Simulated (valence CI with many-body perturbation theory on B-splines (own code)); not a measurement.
**E1 transitions of Ho62+**

Computed by valence CI with perturbative core correlation (CI+MBPT): three valence electrons over a frozen Dirac-Fock core [He], a basis of 11 s, 11 p, 9 d, 7 f, 5 g, 2 h, 1 i functions for each j, with the one-electron correlation potential Σ1 (screened to all orders), the two-electron term Σ2, the three-electron term Σ3, Breit, model QED; selected single and double excitations, second order for the rest (own B-spline code, finite nucleus).

No measured spectrum was set against this ion. As an estimate, large intervals hold to a few tenths of a per cent, small ones and those within an open d or f shell to about a per cent.

Lines 151 to 200 of 280 in falling wavelength, among levels below 756.31 Ry, chosen from the strongest by gf and those to the six lowest levels. Wavelengths and rates use the calculated energies. Electric multipoles are in the length gauge, E1 and E2 with the static RPA response of the core. Weak lines are less certain than strong ones. Lines between different terms over intervals too small for the method are left out, as are lines whose strength nearly cancels. The highest levels of a list are the least certain.

Levels are named by their leading jj configuration (3d3/2^4 stands for four electrons in 3d with j = 3/2), which in mixed levels can hold well under half, so a name can repeat and another be missing. Letters in brackets count levels of one name in rising energy.

| λ vac (Å) | Upper | Lower | A (s⁻¹) | S (a.u.) |
| --- | --- | --- | --- | --- |
| 1.563 | (2p1/2 2p3/2 3d5/2) J=7/2 [b] | (2p1/2 2p3/2^2) J=5/2 | 1.64e+15 | 2.47e-02 |
| 1.562 | (2p1/2 2p3/2 3d5/2) J=3/2 [b] | (2p1/2 2p3/2^2) J=5/2 | 1.22e+14 | 9.20e-04 |
| 1.561 | (2s 2p1/2 3d3/2) J=3/2 [b] | (2s 2p1/2 2p3/2) J=3/2 [a] | 1.03e+14 | 7.72e-04 |
| 1.561 | (2s 2p1/2 3d5/2) J=5/2 [a] | (2s 2p1/2 2p3/2) J=5/2 | 2.36e+13 | 2.65e-04 |
| 1.560 | (2s 2p1/2 3d3/2) J=1/2 | (2s 2p1/2 2p3/2) J=3/2 [a] | 2.44e+13 | 9.16e-05 |
| 1.560 | (2p1/2 2p3/2 3d5/2) J=5/2 [b] | (2p1/2 2p3/2^2) J=3/2 | 9.80e+14 | 1.10e-02 |
| 1.557 | (2s 2p3/2 3d5/2) J=5/2 [b] | (2s 2p3/2^2) J=3/2 | 1.39e+15 | 1.55e-02 |
| 1.557 | (2s 2p3/2 3d5/2) J=3/2 [b] | (2s 2p3/2^2) J=3/2 | 3.11e+14 | 2.32e-03 |
| 1.557 | (2s 2p3/2 3d5/2) J=3/2 [b] | (2s 2p3/2^2) J=1/2 | 7.24e+14 | 5.39e-03 |
| 1.557 | (2s 2p3/2 3d3/2) J=3/2 [b] | (2s 2p3/2^2) J=5/2 | 1.18e+14 | 8.76e-04 |
| 1.556 | (2s 2p1/2 3d5/2) J=7/2 | (2s 2p1/2 2p3/2) J=5/2 | 1.03e+15 | 1.53e-02 |
| 1.555 | (2s 2p3/2 3d5/2) J=5/2 [a] | (2s 2p3/2^2) J=5/2 | 6.06e+14 | 6.75e-03 |
| 1.555 | (2p1/2 2p3/2 3p3/2) J=5/2 [a] | (2s 2p3/2^2) J=3/2 | 1.18e+14 | 1.32e-03 |
| 1.554 | (2s 2p3/2 3d3/2) J=5/2 [b] | (2s 2p3/2^2) J=5/2 | 2.30e+14 | 2.56e-03 |
| 1.553 | (2s 2p1/2 3d5/2) J=5/2 [b] | (2s 2p1/2 2p3/2) J=5/2 | 1.26e+14 | 1.39e-03 |
| 1.553 | (2s 2p1/2 3d5/2) J=3/2 | (2s 2p1/2 2p3/2) J=5/2 | 6.84e+12 | 5.06e-05 |
| 1.553 | (2s 2p1/2 3d5/2) J=5/2 [a] | (2s 2p1/2 2p3/2) J=3/2 [a] | 9.37e+14 | 1.04e-02 |
| 1.553 | (2s 2p3/2 3d5/2) J=7/2 [a] | (2s 2p3/2^2) J=5/2 | 1.47e+15 | 2.17e-02 |
| 1.552 | (2s^2 3d5/2) J=5/2 | (2s^2 2p3/2) J=3/2 | 1.05e+15 | 1.16e-02 |
| 1.546 | (2s 2p1/2 3d5/2) J=5/2 [b] | (2s 2p1/2 2p3/2) J=3/2 [a] | 8.30e+13 | 9.08e-04 |
| 1.546 | (2s 2p1/2 3d5/2) J=3/2 | (2s 2p1/2 2p3/2) J=3/2 [a] | 4.59e+13 | 3.35e-04 |
| 1.544 | (2p1/2^2 3p3/2) J=3/2 | (2s 2p1/2 2p3/2) J=1/2 | 2.00e+13 | 1.45e-04 |
| 1.542 | (2s 2p3/2 3d5/2) J=7/2 [b] | (2s 2p3/2^2) J=5/2 | 3.47e+14 | 5.02e-03 |
| 1.541 | (2s 2p1/2 3p3/2) J=5/2 | (2s^2 2p3/2) J=3/2 | 3.32e+13 | 3.60e-04 |
| 1.525 | (2p1/2^2 3p3/2) J=3/2 | (2s 2p1/2 2p3/2) J=3/2 [a] | 9.42e+11 | 6.59e-06 |
| 1.496 | (2s^2 3p1/2) J=1/2 | (2s 2p1/2^2) J=1/2 | 1.08e+12 | 3.56e-06 |
| 1.483 | (2s 2p3/2 3s) J=3/2 [a] | (2s 2p1/2 2p3/2) J=1/2 | 3.74e+12 | 2.41e-05 |
| 1.482 | (2s 2p1/2 3s) J=1/2 [a] | (2s 2p1/2^2) J=1/2 | 2.21e+13 | 7.10e-05 |
| 1.478 | (2s 2p1/2 3s) J=3/2 | (2s 2p1/2^2) J=1/2 | 4.28e+13 | 2.72e-04 |
| 1.476 | (2s 2p3/2 3s) J=5/2 | (2s 2p1/2 2p3/2) J=5/2 | 3.04e+13 | 2.90e-04 |
| 1.473 | (2s 2p1/2 3s) J=1/2 [b] | (2s 2p1/2^2) J=1/2 | 7.51e+12 | 2.37e-05 |
| 1.473 | (2p1/2^2 3d5/2) J=5/2 | (2s^2 2p3/2) J=3/2 | 5.87e+11 | 5.55e-06 |
| 1.472 | (2s 2p3/2 3s) J=3/2 [a] | (2s 2p1/2 2p3/2) J=5/2 | 2.59e+13 | 1.63e-04 |
| 1.472 | (2s 2p3/2 3s) J=1/2 | (2s 2p1/2 2p3/2) J=1/2 | 8.02e+12 | 2.52e-05 |
| 1.471 | (2s 2p3/2 3s) J=3/2 [b] | (2s 2p1/2 2p3/2) J=1/2 | 1.35e+13 | 8.49e-05 |
| 1.469 | (2s 2p3/2 3s) J=5/2 | (2s 2p1/2 2p3/2) J=3/2 [a] | 2.27e+13 | 2.13e-04 |
| 1.469 | (2s^2 3s) J=1/2 | (2s^2 2p1/2) J=1/2 | 4.35e+13 | 1.36e-04 |
| 1.465 | (2s 2p3/2 3s) J=3/2 [a] | (2s 2p1/2 2p3/2) J=3/2 [a] | 7.38e+12 | 4.58e-05 |
| 1.453 | (2s 2p3/2 3s) J=3/2 [b] | (2s 2p1/2 2p3/2) J=3/2 [a] | 5.71e+11 | 3.46e-06 |
| 1.447 | (2s^2 3p3/2) J=3/2 | (2s 2p1/2^2) J=1/2 | 6.55e+12 | 3.92e-05 |
| 1.435 | (2p1/2 2p3/2 3p1/2) J=1/2 | (2s 2p1/2 2p3/2) J=1/2 | 5.69e+13 | 1.66e-04 |
| 1.434 | (2p1/2 2p3/2 3p1/2) J=3/2 [a] | (2s 2p1/2 2p3/2) J=1/2 | 1.67e+14 | 9.73e-04 |
| 1.432 | (2p1/2 2p3/2 3p1/2) J=5/2 | (2s 2p1/2 2p3/2) J=3/2 [b] | 2.48e+14 | 2.16e-03 |
| 1.432 | (2s 2p1/2 3p1/2) J=1/2 [a] | (2s^2 2p1/2) J=1/2 | 1.27e+14 | 3.68e-04 |
| 1.428 | (2s 2p3/2 3p1/2) J=3/2 [a] | (2s^2 2p3/2) J=3/2 | 1.10e+14 | 6.31e-04 |
| 1.428 | (2s 2p3/2 3p1/2) J=5/2 | (2s^2 2p3/2) J=3/2 | 2.82e+14 | 2.43e-03 |
| 1.427 | (2s 2p1/2 3p1/2) J=3/2 | (2s^2 2p1/2) J=1/2 | 3.40e+14 | 1.95e-03 |
| 1.426 | (2p1/2 2p3/2 3p1/2) J=3/2 [b] | (2s 2p1/2 2p3/2) J=3/2 [b] | 1.15e+14 | 6.59e-04 |
| 1.425 | (2p1/2 2p3/2 3p1/2) J=3/2 [b] | (2s 2p1/2 2p3/2) J=1/2 | 4.16e+13 | 2.38e-04 |
| 1.424 | (2p1/2^2 3p1/2) J=1/2 | (2s 2p1/2^2) J=1/2 | 7.17e+14 | 2.04e-03 |
